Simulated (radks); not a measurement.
Q: Isoelectronic series with 14 electrons, each ion in its NIST ground configuration. All-electron calculation, scalar-relativistic Kohn-Sham, PBE, spin-polarised, spherical densities, finite nucleus; open shells are filled with parallel spins first (spin-orbit coupling, left out, can overturn this in heavy ions); Fermi nuclear charge, rms radius of each element as measured or else 0.836 A^(1/3) + 0.57 fm. Program: a radial shooting solver on a logarithmic mesh with Libxc functionals. Total energies (hartree) and mean radii <r> (bohr) (* marks an orbital that is empty in some or all of the ions):

| ion | configuration | E (hartree) | 3p down* | 3p up | 3s down |
|---|---|---|---|---|---|
| Si | [Ne] 3s2 3p2 | -289.86592 | 2.867 | 2.746 | 2.163 |
| Cr10+ | [Ne] 3s2 3p2 | -1011.63422 | 0.7949 | 0.7915 | 0.7895 |
| Cu15+ | [Ne] 3s2 3p2 | -1544.59853 | 0.5975 | 0.5957 | 0.6047 |
| Se20+ | [Ne] 3s2 3p2 | -2194.71043 | 0.4791 | 0.4780 | 0.4898 |
| Ru30+ | [Ne] 3s2 3p2 | -3856.95143 | 0.3428 | 0.3422 | 0.3534 |
| In35+ | [Ne] 3s2 3p2 | -4875.80447 | 0.2997 | 0.2993 | 0.3093 |
| Xe40+ | [Ne] 3s2 3p2 | -6025.38343 | 0.2659 | 0.2656 | 0.2744 |
| Pr45+ | [Ne] 3s2 3p2 | -7310.8399 | 0.2388 | 0.2385 | 0.2459 |
| Gd50+ | [Ne] 3s2 3p2 | -8738.1900 | 0.2164 | 0.2162 | 0.2223 |
| Tm55+ | [Ne] 3s2 3p2 | -10314.6759 | 0.1976 | 0.1974 | 0.2022 |
| W60+ | [Ne] 3s2 3p2 | -12048.6913 | 0.1815 | 0.1814 | 0.1850 |

Estimate the row of K5+ ([Ne] 3s2 3p2).

A: E (hartree) -593.84006; 3p down* 1.201; 3p up 1.191; 3s down 1.142.
